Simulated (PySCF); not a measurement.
## C$_{6}$H$_{15}$Cl$_{3}$SSi$_{2}$: calculation and literature

Molfile (atoms numbered from 1):
```
C6H15Cl3SSi2
     RDKit          3D

 27 26  0  0  0  0  0  0  0  0999 V2000
    4.3866   -0.2561   -0.3616 C   0  0  0  0  0  0  0  0  0  0  0  0
    2.8839   -0.0695   -0.2383 C   0  0  0  0  0  0  0  0  0  0  0  0
    2.4671    0.5541    1.0855 C   0  0  0  0  0  0  0  0  0  0  0  0
    0.9678    0.7392    1.2441 C   0  0  0  0  0  0  0  0  0  0  0  0
    0.1052   -0.8808    1.4006 S   0  0  0  0  0  0  0  0  0  0  0  0
   -1.3817   -0.7758   -0.1054 Si  0  0  2  0  0  4  0  0  0  0  0  0
   -2.2049   -2.4472   -0.1823 C   0  0  0  0  0  0  0  0  0  0  0  0
   -0.5490   -0.3033   -1.9718 Cl  0  0  0  0  0  0  0  0  0  0  0  0
   -2.9275    0.9442    0.2230 Si  0  0  0  0  0  4  0  0  0  0  0  0
   -4.1074    1.2028   -1.1912 C   0  0  0  0  0  0  0  0  0  0  0  0
   -1.9207    2.7288    0.5639 Cl  0  0  0  0  0  0  0  0  0  0  0  0
   -4.0117    0.4890    1.9340 Cl  0  0  0  0  0  0  0  0  0  0  0  0
    4.7735   -0.9195    0.4286 H   0  0  0  0  0  0  0  0  0  0  0  0
    4.9211    0.7041   -0.2744 H   0  0  0  0  0  0  0  0  0  0  0  0
    4.6599   -0.7007   -1.3302 H   0  0  0  0  0  0  0  0  0  0  0  0
    2.3718   -1.0395   -0.3515 H   0  0  0  0  0  0  0  0  0  0  0  0
    2.5114    0.5599   -1.0650 H   0  0  0  0  0  0  0  0  0  0  0  0
    2.9353    1.5495    1.1906 H   0  0  0  0  0  0  0  0  0  0  0  0
    2.8536   -0.0519    1.9243 H   0  0  0  0  0  0  0  0  0  0  0  0
    0.5502    1.2894    0.3887 H   0  0  0  0  0  0  0  0  0  0  0  0
    0.7248    1.3105    2.1509 H   0  0  0  0  0  0  0  0  0  0  0  0
   -1.4508   -3.2333   -0.3385 H   0  0  0  0  0  0  0  0  0  0  0  0
   -2.9293   -2.4850   -1.0096 H   0  0  0  0  0  0  0  0  0  0  0  0
   -2.7344   -2.6429    0.7628 H   0  0  0  0  0  0  0  0  0  0  0  0
   -4.7218    0.3020   -1.3425 H   0  0  0  0  0  0  0  0  0  0  0  0
   -4.7735    2.0543   -0.9856 H   0  0  0  0  0  0  0  0  0  0  0  0
   -3.5381    1.4048   -2.1112 H   0  0  0  0  0  0  0  0  0  0  0  0
  1  2  1  0
  2  3  1  0
  3  4  1  0
  4  5  1  0
  5  6  1  0
  6  7  1  0
  6  8  1  6
  6  9  1  0
  9 10  1  0
  9 11  1  0
  9 12  1  0
  1 13  1  0
  1 14  1  0
  1 15  1  0
  2 16  1  0
  2 17  1  0
  3 18  1  0
  3 19  1  0
  4 20  1  0
  4 21  1  0
  7 22  1  0
  7 23  1  0
  7 24  1  0
 10 25  1  0
 10 26  1  0
 10 27  1  0
M  END
```

No solvent model, relativity neglected, one averaged value for each set of equivalent atoms, one computed conformer. σ from GIAO-KT3/pcSseg-1; PBE0-D3(BJ)/def2-SVP structure; PySCF 2.14.0 with density-fitted response routines.

Reference values: measured (solution; U. Herzog, Habilitationsschrift, TU Bergakademie Freiberg, 2002/2003).
| atoms | quantity | reference | computed |
| --- | --- | --- | --- |
| Si9 | δ ²⁹Si vs TMS | 20.8 | 39.3 |
| Si6 | δ ²⁹Si vs TMS | 15.8 | 27.4 |

Computed shifts are σ(ref) − σ with the named reference compound (TMS for H and C) calculated as an isolated molecule at the same level.

Question: How far are the unscaled ²⁹Si shifts from the references?

Answer: Mean signed difference +15.05 ppm, mean absolute 15.05 ppm over 2 comparisons; the largest is +18.5 ppm at Si9 (silicon bonded to C, 2 Cl, Si).
